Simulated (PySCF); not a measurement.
# Assignment exercise: C6H9N3

Molfile (atoms numbered from 1):
```
C6H9N3
     RDKit          3D

 18 18  0  0  0  0  0  0  0  0999 V2000
    2.7710    0.2641   -0.2717 C   0  0  0  0  0  0  0  0  0  0  0  0
    1.7327    0.1670    0.8412 C   0  0  0  0  0  0  0  0  0  0  0  0
    0.4003   -0.2911    0.3310 C   0  0  0  0  0  0  0  0  0  0  0  0
   -0.7464    0.4890    0.3545 C   0  0  0  0  0  0  0  0  0  0  0  0
   -1.8965   -0.0881   -0.1789 C   0  0  0  0  0  0  0  0  0  0  0  0
   -3.2105    0.6192   -0.2337 C   0  0  0  0  0  0  0  0  0  0  0  0
   -1.8574   -1.3302   -0.6759 N   0  0  0  0  0  0  0  0  0  0  0  0
   -0.7432   -2.0181   -0.6702 N   0  0  0  0  0  0  0  0  0  0  0  0
    0.3634   -1.5292   -0.1869 N   0  0  0  0  0  0  0  0  0  0  0  0
    2.4851    1.0200   -1.0193 H   0  0  0  0  0  0  0  0  0  0  0  0
    2.8635   -0.7039   -0.7847 H   0  0  0  0  0  0  0  0  0  0  0  0
    3.7553    0.5402    0.1333 H   0  0  0  0  0  0  0  0  0  0  0  0
    1.6154    1.1328    1.3566 H   0  0  0  0  0  0  0  0  0  0  0  0
    2.0700   -0.5660    1.5924 H   0  0  0  0  0  0  0  0  0  0  0  0
   -0.7460    1.5003    0.7698 H   0  0  0  0  0  0  0  0  0  0  0  0
   -3.1414    1.5213   -0.8614 H   0  0  0  0  0  0  0  0  0  0  0  0
   -3.5270    0.9404    0.7705 H   0  0  0  0  0  0  0  0  0  0  0  0
   -3.9681   -0.0526   -0.6554 H   0  0  0  0  0  0  0  0  0  0  0  0
  1  2  1  0
  2  3  1  0
  3  4  1  0
  4  5  2  0
  5  6  1  0
  5  7  1  0
  7  8  2  0
  8  9  1  0
  9  3  2  0
  1 10  1  0
  1 11  1  0
  1 12  1  0
  2 13  1  0
  2 14  1  0
  4 15  1  0
  6 16  1  0
  6 17  1  0
  6 18  1  0
M  END
```

Calculated, not measured (PySCF 2.14): coordinates at the PBE0-D3(BJ)/def2-SVP level, NMR shieldings at PBE/pcSseg-1/GIAO. No relativistic terms, in vacuum, fast rotation and ring inversion assumed for equivalent nuclei, single conformer.

References, each an isolated molecule treated in the same way: ¹³C (180.03 ppm) and ¹H (31.20 ppm) against TMS.

Question: Assign these signals to the numbered atoms. ¹³C{¹H} NMR (computed): δ 162.3 (C), 156.6 (C), 115.9 (CH), 36.0 (CH2), 24.9 (CH3), 17.4 (CH3).

Answer: 
162.3 → C3, substituted aromatic carbon next to a ring nitrogen
156.6 → C5, substituted aromatic carbon next to a ring nitrogen
115.9 → C4, aromatic CH
36.0 → C2, sp3 CH2 on an aromatic ring: saturated and bonded to C and H only
24.9 → C6, methyl carbon on an aromatic ring: a saturated carbon with 1 carbon neighbour and no heteroatom attached
17.4 → C1, methyl carbon: aliphatic region, no heteroatom directly attached

Question: Assign these signals to the numbered atoms. ¹H NMR (400 MHz, computed): δ 6.54 (s, 1H), 2.69 (s, 3H), 2.68 (q, 2H), 1.52 (t, 3H).

Answer: 
| δ (ppm) | atoms | environment | reason |
| --- | --- | --- | --- |
| 6.54 | H15 | hydrogen on an aromatic CH | aromatic region |
| 2.69 | H16/H17/H18 | hydrogen on a methyl carbon on an aromatic ring | benzylic-type position, deshielded by the ring |
| 2.68 | H13/H14 | hydrogen on an sp3 CH2 on an aromatic ring | benzylic-type position, deshielded by the ring |
| 1.52 | H10/H11/H12 | hydrogen on a methyl carbon | – |

H16/H17/H18 and H13/H14 lie closer than the usual error of such a calculation, so a measured spectrum could show them in the other order.

Shifts are as computed. Against solution values, carbons near 30 ppm lie about +2 ppm off and those near 130 ppm about +2 ppm (rms about the fit 1.8 ppm; single classes can miss by 10 ppm). Of 1328 compounds with measured shifts, 309 miss one by over three times the rms of a fit or turn the order of signals round; such compounds aren't used in these exercises. Signals without a measured value on file couldn't be tested in this way. Multiplicities follow the n + 1 count of equivalent neighbours, as no J values were calculated; m marks all less simple cases, F and P coupling included.
